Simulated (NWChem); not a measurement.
## Total energies of iodine (I2)

SMILES: II
```xyz
2

I      0.0000     0.0000     1.3412
I      0.0000     0.0000    -1.3412
```
Charge 0, spin multiplicity 1.

The numbers come from NWChem runs, not from measurements. Structure: optimised with PBE0/def2-SVP with def2 effective core potentials on I, a minimum by its harmonic frequencies.

Basis set: def2-TZVP (100 functions).

| method | total energy (Ha) |
|---|---|
| RHF | -593.33922 |
| MP2 | -594.32499 |
| B2PLYP | -595.09875 |
| PBE | -595.41194 |
| B3LYP | -595.62540 |
| PBE0 | -595.46036 |

Total energies of different functionals aren't comparable as a measure of quality: only differences taken within one method are. 

Effective core potentials replace the inner electrons of I; spin-orbit coupling is left out. The correlated methods keep 8 core orbitals frozen. B3LYP has NWChem's definition, with VWN1-RPA local correlation.
